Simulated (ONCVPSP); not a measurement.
**PBE ONCV dataset for Li (Z = 3), scalar-relativistic all-electron reference.**

ONCVPSP 4.0.1 was run on this input:

```
# ATOM AND REFERENCE CONFIGURATION
# atsym  z   nc   nv     iexc    psfile
  Li 3.00    1    1        4      upf
#
#   n    l    f
    1    0    2.00
    2    0    0.50
#
# PSEUDOPOTENTIAL AND OPTIMIZATION
# lmax
    2
#
#   l,   rc,      ep,       ncon, nbas, qcut
    0    3.20    0.00    4    7    2.00
    1    3.00    0.18    4    7    3.00
    2    2.60    0.02    4    8    4.00
#
# LOCAL POTENTIAL
# lloc, lpopt,  rc(5),   dvloc0
    4    5    1.70   -1.00
#
# VANDERBILT-KLEINMAN-BYLANDER PROJECTORs
# l, nproj, debl
    0    2    1.90
    1    2    0.70
    2    1    2.80
#
# MODEL CORE CHARGE
# icmod, fcfact, rcfact
    3    3.25    1.40
#
# LOG DERIVATIVE ANALYSIS
# epsh1, epsh2, depsh
   -2.00    5.00    0.02
#
# OUTPUT GRID
# rlmax, drl
    6.00    0.01
#
# TEST CONFIGURATIONS
# ncnf
    2
# nvcnf
#   n    l    f
    1
    2    0    1.00
#
    2
    2    0    0.00
    2    1    1.00
#
```

Command:

```bash
oncvpsp.x < Li.dat > Li.out
```

The program printed (shortened: citation, most of the input echo, consistency checks and plot data are left out):

```
ONCVPSP  (Optimized Norm-Conservinng Vanderbilt PSeudopotential)
scalar-relativistic version 4.0.1

#   n    l    f        energy (Ha)
    1    0    2.00    -2.0491001E+00
    2    0    0.50    -1.9634943E-01

Reference configufation results
  iterations    26
  all-electron total energy (Ha)   -7.37691231D+00

Begin loop to  construct optimized pseudo wave functions
and semi-local pseudopoentials for all angular momenta

   Wellstate for l =  0  n =  5
     eigenvalue =   1.7037
     asymptotic potential =   2.2037
     half-point radius =  5.9273

Calculating optimized projector #   1

 for l=   0

    Fraction of norm inside rc  0.461827
    Optimizing pswf for qcut=   2.00 a_B^-1,  ecut=   2.00 Ha
    Residual kinetic energy error=  4.69D-04 Ha

    Energy error per electron        Cutoff
         Ha          eV             Ha
         0.01000     0.27211        0.33
         0.00100     0.02721        1.61
         0.00010     0.00272        5.45
         0.00001     0.00027       10.99

Calculating optimized projector #   2

 for l=   0

    Fraction of norm inside rc  0.225861
    Optimizing pswf for qcut=   2.00 a_B^-1,  ecut=   2.00 Ha
    Residual kinetic energy error=  8.05D-02 Ha

    Energy error per electron        Cutoff
         Ha          eV             Ha
         0.01000     0.27211        4.64
         0.00100     0.02721       14.16
         0.00010     0.00272       17.08
         0.00001     0.00027       21.33

WARNING wellstate: moderately localized bound state found for n= 2 l=  1
WARNING scattering state with energy  0.05000000
WARNING will be used for the first projector

   Wellstate for l =  1  n =  3
     eigenvalue =   0.0500
     asymptotic potential =   0.5500
     half-point radius = 12.9078

   Wellstate for l =  1  n =  4
     eigenvalue =   0.7500
     asymptotic potential =   1.2500
     half-point radius =  6.4663

Calculating optimized projector #   1

 for l=   1

    Fraction of norm inside rc  0.212090
    Optimizing pswf for qcut=   3.00 a_B^-1,  ecut=   4.50 Ha
    Residual kinetic energy error=  1.10D-04 Ha

    Energy error per electron        Cutoff
         Ha          eV             Ha
         0.01000     0.27211        1.63
         0.00100     0.02721        3.17
         0.00010     0.00272        4.73
         0.00001     0.00027       13.98

Calculating optimized projector #   2

 for l=   1

    Fraction of norm inside rc  0.217689
    Optimizing pswf for qcut=   3.00 a_B^-1,  ecut=   4.50 Ha
    Residual kinetic energy error=  2.34D-03 Ha

    Energy error per electron        Cutoff
         Ha          eV             Ha
         0.01000     0.27211        3.40
         0.00100     0.02721        5.23
         0.00010     0.00272       12.51
         0.00001     0.00027       20.35

   Wellstate for l =  2  n =  3
     eigenvalue =   0.0200
     asymptotic potential =   0.5200
     half-point radius = 13.6390

Calculating optimized projector #   1

 for l=   2

    Fraction of norm inside rc  0.019081
    Optimizing pswf for qcut=   3.99 a_B^-1,  ecut=   7.98 Ha
    Residual kinetic energy error=  2.87D-07 Ha

    Energy error per electron        Cutoff
         Ha          eV             Ha
         0.01000     0.27211        0.45
         0.00100     0.02721        1.01
         0.00010     0.00272        1.97
         0.00001     0.00027        4.76

Construct Vanderbilt / Kleinmman-Bylander projectors

B matrix Hermiticity error, ll=   0
   1   2    4.5905E-06

  Orthonormal projector coefficients  2.5101E+00  4.4431E-01

B matrix Hermiticity error, ll=   1
   1   2    5.0587E-06

  Orthonormal projector coefficients  2.0317E+00 -7.2340E-01

Model core correction analysis
  based on d2Exc/dn_idn_j

d2excae - all-electron derivatives

   -8.359628D-02

d2excps - pseudofunction derivatives with no core correction

   -9.651411D-02

rms 2nd derivative error    1.291784E-02

rmatch, rhocmatch    1.7078    0.0260

Teter function model core charge with specified parameters

d2excps - pseudofunction derivatives with core correction

   -9.414252D-02

rms 2nd derivative error    1.054624E-02

Pseudoatom total energy   -0.117863

Diagnostic tests using Vanderbilt-Kleinman-Bylander pseudopotentials
  1 or more projectors used as specified by nproj input data

   l    rcore       rmatch      e in        delta e   norm test  slope test

   0   3.2006216   3.2977994  -0.1963494  -0.0000002   1.0000006   1.0000057
   0   3.2006216   3.2977994   1.7036506   0.0000060   1.0000182   1.0000182

   1   3.0147724   3.1063074   0.0500000   0.0000001   1.0000098   1.0000098
   1   3.0147724   3.1063074   0.7500000   0.0000029   1.0000183   1.0000183

   2   2.6115779   2.6908711   0.0200000   0.0000013   1.0000004   1.0000004

 Testing for bound ghosts
   n   l    E NL Schr. Eq   E Basis Diag.   E Cutoff

   1   0       -0.196350       -0.195329     18.25

   2   1       -0.122852       -0.117803     24.56

   3   2       -0.024996        0.069311     37.31

 Testing for highly-localized positive-energy ghosts
       l    <radius>/rc     E Basis Diag.   E Cutoff

Test configuration 0

   n   l     f        eae           eps        diff
   1   0  2.0000   -2.04910014
   2   0  0.5000   -0.19634943   -0.19634961   -1.88D-07

    Total energies and differences
      AE_ref= -7.37691231D+00  AE_tst= -7.37691231D+00  dif=  0.00D+00
      PS_ref= -1.17863063D-01  PS_tst= -1.17863063D-01  dif=  8.33D-17
      PSP excitation error= -8.33D-17

Test configuration 1

   n   l     f        eae           eps        diff
   1   0  2.0000   -1.90562444
   2   0  1.0000   -0.10562447   -0.10597686   -3.52D-04

    Total energies and differences
      AE_ref= -7.37691231D+00  AE_tst= -7.45219754D+00  dif= -7.53D-02
      PS_ref= -1.17863063D-01  PS_tst= -1.93319192D-01  dif= -7.55D-02
      PSP excitation error=  1.71D-04

Test configuration 2

psatom: WARNING lschvkbb convergence error n,l,iter=   2   1   4
ea(ii),et,emin,emax -1.739860E-01 -1.808044E-01 -1.808044E-01 -1.805821E-01
run_config: WARNING for fully non-local PS atom, stg. 2
 WARNING no output for configuration 3
```

The run took about 3.1 s on one core of a shared server CPU.
